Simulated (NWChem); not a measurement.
## Correlation energy of boron monoxide dimer (B2O2)

SMILES: O=BB=O
```xyz
4

O      0.0000     0.0000    -2.0254
B      0.0000     0.0000    -0.8262
B      0.0000     0.0000     0.8262
O      0.0000     0.0000     2.0254
```
Charge 0, spin multiplicity 1.

Program: NWChem. Structure: optimised with PBE0/def2-SVP, a minimum by its harmonic frequencies. It is one conformer; others weren't searched.

Basis set: cc-pVDZ. Each correlation energy counts from its own Hartree-Fock reference.

The correlated methods keep 4 core orbitals frozen. Coupled-cluster values serve here as a point of comparison, not as the truth.

Q: For the correlation energy, RI-MP2 gives -522.0 mHa and MP2 gives -521.9 mHa. What do SCS-MP2, CR-CCSD[T], CR-CCSD(T) give?

A: SCS-MP2: -503.5 mHa; CR-CCSD[T]: -542.7 mHa; CR-CCSD(T): -540.0 mHa.
